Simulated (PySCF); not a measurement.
Species: CH7FN2Si.
SMILES with atom numbers: `[CH3:1][NH:2][Si@H:3]([NH2:4])[F:5]` (hydrogens: H6, H7, H8 on C1; H9 on N2; H10 on Si3; H11, H12 on N4)

Structure used (PBE0-D3(BJ)/def2-SVP), in Å, numbered top down from 1:
```
atom  x, y, z in Å
C1    -1.761   -0.261   -0.434
N2    -0.585    0.450    0.006
Si3    1.032   -0.066   -0.154
N4     1.959    0.730    1.045
F5     1.782    0.357   -1.542
H6    -2.571   -0.216    0.314
H7    -2.168    0.112   -1.392
H8    -1.519   -1.325   -0.579
H9    -0.740    1.426    0.234
H10    0.992   -1.555   -0.196
H11    1.721    0.662    2.026
H12    2.951    0.881    0.903
```

The closed-shell ground state was solved at several levels (PySCF, density fitting, gas phase, non-relativistic).

| level | basis functions | total energy (Eh) | HOMO (eV) | LUMO (eV) | gap (eV) | dipole (D) |
| --- | --- | --- | --- | --- | --- | --- |
| PBE0/def2-SVPD | 163 | -540.6256 | -7.19 | 0.62 | 7.81 | 2.30 |
| PBE0/pcSseg-2 | 285 | -541.0176 | -7.17 | 0.55 | 7.72 | 2.28 |

Q: Estimate the row for PBE0/pcSseg-1, a basis of 127 functions; the other rows only guide the guess.

A: Total energy -540.8469 Eh, HOMO -7.09 eV, LUMO 1.42 eV, gap 8.51 eV, dipole 2.32 D.

Q: Over all these levels, which gives the widest orbital gap and which the narrowest?

A: PBE0/pcSseg-1 has the widest, 8.51 eV, and PBE0/pcSseg-2 the narrowest, 7.72 eV. From the narrowest to the widest the HOMO moves by +0.08 eV and the LUMO by +0.87 eV.

Q: How much does the basis alone move the frontier levels among the 3 PBE0 rows (the withheld one included)?

A: The HOMO by 0.10 eV and the LUMO by 0.87 eV. By rising basis size (HOMO, LUMO in eV): pcSseg-1 -7.09, 1.42; def2-SVPD -7.19, 0.62; pcSseg-2 -7.17, 0.55.

Q: How far do the dipole and the HOMO energy spread over the levels?

A: The dipole runs from 2.28 to 2.32 D (mean 2.30 D) and the HOMO from -7.19 to -7.09 eV.

One conformer stands for the species.
